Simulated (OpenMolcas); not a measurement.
## Cu⁵⁺: effect of the IPEA shift

```json
{"Program": "OpenMolcas 26.06", "Basis": "ANO-RCC-VTZP [6s5p3d2f1g]", "Scalar Hamiltonian": "DKH2, point nucleus", "Active space": "12 electrons in 8 orbitals (RAS1 3p, at most 2 holes; RAS2 3d)", "State averaging": "2S+1 = 5 even, 5 roots; 2S+1 = 3 even, 45 roots; 2S+1 = 1 even, 44 roots", "Spin-orbit coupling": "state interaction with AMFI integrals over the reference wave functions, term energies averaged over their components"}
```

Methods on the same reference wave functions:
A. RASSCF
B. MS-RASPT2, IPEA 0 Eh, imaginary shift 0.1 Eh (closed shells correlated: 3s)
C. MS-RASPT2, IPEA 0.25 Eh, imaginary shift 0.1 Eh (closed shells correlated: 3s)

Energies in cm-1 above 3d6 5D4, the measured ground level; measured values from Sugar and Musgrove, J. Phys. Chem. Ref. Data 19, 527 (1990).

```tsv
Level	A	B	C	Measured
3d6 5D4	0.0	0.0	0.0	0.0
3d6 5D3	1150	1154	1153	1196
3d6 5D2	1920	1923	1923	1987
3d6 5D1	2409	2410	2410	2490
3d6 5D0	2646	2650	2650	2733
3d6 3P2(1)	31115	29210	29880	29285
3d6 3P1(1)	34503	32570	33240	32685
3d6 3H6	34756	30220	30770	30418
3d6 3H5	35230	30720	31270	31009
3d6 3P0(1)	35658	33790	34470	33868
3d6 3F3(1)	36076	33120	33800	33296
3d6 3F2(1)	36529	33560	34250	33740
3d6 3G5	41566	37380	37940	37378
3d6 3G4	42551	38420	38990	38469
3d6 3G3	42925	38790	39360	38907
3d6 1G4(1)	50256	48060	48470	47612
3d6 3D2	50777	46990	47610	46714
3d6 3D1	50793	47020	47640	46848
3d6 3D3	51156	47370	47990	47119
3d6 1I6	52475	46480	46950	46406
3d6 1S0	53922	54020	54670	53787
3d6 1D2	60763	56150	56560	54747
3d6 1F3	71903	65780	66290	64968
3d6 3P0(2)	81108	75820	76420	74712
```

Deviations, from unrounded energies. A percentage is the sum of absolute deviations over the sum of measured energies, with the sign that they share, or ± where signs differ.

```json
{"Against measurement": "mean absolute deviation (cm-1)", "Levels": "23", "A": "3100", "B": "280", "C": "650"}
{"Against measurement": "fine structure of the ground term (%)", "Levels": "4", "A": "-3.3", "B": "-3.2", "C": "-3.2"}
{"Against measurement": "other terms of the ground configuration (%)", "Levels": "19", "A": "+8.8", "B": "±0.7", "C": "+1.8"}
```

B lies closest to measurement on these levels and A furthest from it. The largest miss of B in the table is 3d6 1D2, by +1400 cm-1. The ranking rests on the paired levels alone, and a cruder setting can come out closer through cancelling errors.

Between B and C the level of the table that moves most is 3d6 3F2(1), by 690 cm-1 (lowest in B, highest in C). Moves below CASPT2's spread within the term are not significant.

The mean deviations of B to C differ by less than CASPT2's widest spread within a term (990 cm-1), so their order carries little weight.

From A to B the spin-free energies of the other terms of 3d6 shown, above 5D, scale by factors of 0.87 to 1.00.

The lowest spin-free term lies below A's lowest term by 0.440 hartree in B, 0.436 hartree in C.

CASPT2 breaks the degeneracy within a term, and the mean is taken; among the terms shown or strongly mixed into the levels shown the widest spread is 990 cm-1 (3d6 1I, C). Active for correlation alone: 3p; no level in the range computed is led by a configuration that opens it, so any true level of that kind is missing. The CASPT2 spread within a term exceeds the gap to the next term for 3d6 3P(1) and 3d6 3H, 3d6 3D and 3d6 1G(1), so the order of their levels is uncertain (figures for B; the like holds for C). Without dynamic correlation excited terms often stand tens of per cent too high (terms of higher spin than the ground term too low), and those without a measured partner can miss by more than the paired ones (holds for A). Computed and measured levels are paired by configuration, term and J; levels that our copy of the source lacks, or whose pairing is in doubt (as where it misses far off the trend of its configuration), stay unpaired and out of the deviations. Only configurations of the active space appear. The table leaves out levels that lie high or whose names do not pair safely across all columns.

A number in round brackets counts repeated terms of one configuration in the order of the reference energies.
